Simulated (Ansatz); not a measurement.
Born–Oppenheimer molecular dynamics of ClH7Si3 (11 atoms, charge 0, multiplicity 1). It goes on from the last frame of an earlier run, with new velocities.

All numbers below come from Ansatz, RKS PBE-D4/STO-3G.

| Item | Value |
| --- | --- |
| ensemble | NVT, Nosé–Hoover chain |
| time step | 0.5 fs |
| steps asked | 166 |
| set temperature | 200 K |
| thermostat | time constant 100 fs, chain length 3 (defaults) |
| seed | 181756 |

First frame:

```xyz
11
Properties=species:S:1:pos:R:3
Si -0.078 -0.011 -0.071
H 0.080 -0.161 1.410
Cl 1.911 0.226 -0.800
Si -1.165 1.915 -0.522
H -2.568 1.738 -0.091
H -0.606 3.018 0.280
H -1.110 2.254 -1.923
Si -0.919 -1.933 -0.929
H -1.926 -2.515 -0.063
H -1.474 -1.680 -2.249
H 0.129 -2.961 -0.983
```

Question: What does the run give?

Answer: All steps were run.

* steps done: 166
* time covered: 83 fs
* mean temperature over the second half: 136 K
* spread of the potential energy over the second half: 2.8 meV per atom
* mean potential energy of the second half above the start: 8.7 meV per atom

The conserved energy stayed within 0.11 meV per atom of its start (net change 0.017 meV per atom), so the integration is sound. The mean temperature of the second half is 32 % below the set value. A run of 0.083 ps of so small a system gives no equilibrium averages. Limits of this set-up: minimal basis.

Question: What happens to the structure?

Answer: The same pairs are bonded in the first frame and the last. Pairs count as bonded within 1.25 times the sum of covalent radii (0.12 Å more for H–H). This is one draw of velocities; another would differ in detail.

Question: How do temperature and energy run in time?

Answer: 
| time (fs) | T (K) | potential energy less start (eV) | conserved less start (meV/atom) |
| --- | --- | --- | --- |
| 0.0 | 200 | 0.000 | 0.00 |
| 6.5 | 156 | 0.052 | -0.01 |
| 13.0 | 146 | 0.064 | 0.00 |
| 19.5 | 160 | 0.049 | -0.01 |
| 26.0 | 178 | 0.029 | 0.00 |
| 32.5 | 167 | 0.044 | 0.00 |
| 39.0 | 128 | 0.091 | 0.01 |
| 45.5 | 129 | 0.093 | 0.02 |
| 52.0 | 155 | 0.066 | 0.02 |
| 58.5 | 152 | 0.074 | 0.04 |
| 65.0 | 119 | 0.118 | 0.05 |
| 71.5 | 112 | 0.131 | 0.07 |
| 78.0 | 137 | 0.108 | 0.08 |

The run took 6.4 min on 1 thread of Arm Neoverse V1, with other jobs on the host, peak memory 0.097 GiB.
